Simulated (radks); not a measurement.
The platinum ion Pt+, configuration [Xe] 4f13.5 5d9 6p0.5 (fractional occupations, a model configuration).

Method: scalar-relativistic Kohn-Sham, PBE, spin-polarised, spherical densities, finite nucleus; open shells are filled with parallel spins first (spin-orbit coupling, left out, can overturn this in heavy ions); Fermi nuclear charge, rms radius 5.427 fm; computed with a radial shooting solver on a logarithmic mesh with Libxc functionals.

Energy parts (Ry):
total: -36815.9463
kinetic: 41039.4130
electron-nucleus: -91384.0194
Hartree: 14235.5992
exchange-correlation: -706.9391

Orbitals (lengths in bohr, moments of r in powers of bohr; r(max) is where P^2 peaks; r(90%) holds 90 % of the orbital's charge):
orbital  occ.  eigenvalue (Ry)  r(90%)   r(max)      <r>
1s up       1        -5763.256  0.0313  0.01062  0.01715
1s down     1        -5763.256  0.0313  0.01062  0.01715
2s up       1        -1013.561   0.112  0.06123  0.07237
2s down     1        -1013.555   0.112  0.06123  0.07237
2p up       3        -878.8390   0.106  0.05059  0.06523
2p down     3        -878.8340   0.106  0.05059  0.06523
3s up       1        -239.1190   0.274   0.1726   0.1871
3s down     1        -239.0902   0.274   0.1726   0.1871
3p up       3        -199.8646   0.281   0.1717   0.1882
3p down     3        -199.8352   0.281   0.1717   0.1882
3d up       5        -157.2134   0.264   0.1399   0.1705
3d down     5        -157.1888   0.264   0.1398   0.1704
4s up       1        -52.36237   0.594   0.3897   0.4147
4s down     1        -52.31126   0.594   0.3897   0.4147
4p up       3        -39.46400   0.640   0.4097   0.4412
4p down     3        -39.41497   0.640   0.4098   0.4412
4d up       5        -23.78152   0.697   0.4176   0.4669
4d down     5        -23.73295   0.697   0.4177   0.4669
4f up       7         -6.35899   0.822   0.3836   0.5108
4f down   6.5         -6.30806   0.822   0.3837   0.5109
5s up       1         -8.43334    1.35   0.8654   0.9468
5s down     1         -8.38321    1.35   0.8652   0.9463
5p up       3         -5.02937    1.59   0.9719    1.094
5p down     3         -4.97581    1.59   0.9715    1.093
5d up       5         -1.25961    2.46    1.237    1.580
5d down     4         -1.20229    2.46    1.236    1.582
6p up     0.5         -0.56660    5.35    2.981    3.582
6p down     0         -0.51861    5.30    3.006    3.570

The highest occupied level is 6p up at -7.709 eV. The electron density at the nucleus is 2.116e+06 e/bohr^3 (large components only). The density falls to 0.001 e/bohr^3 at r = 4.07 bohr. The spin density at the nucleus is -4.734 e/bohr^3 (1s -0.115, 2s -0.975, 3s -4.328, 4s 2.623, 5s -1.939).
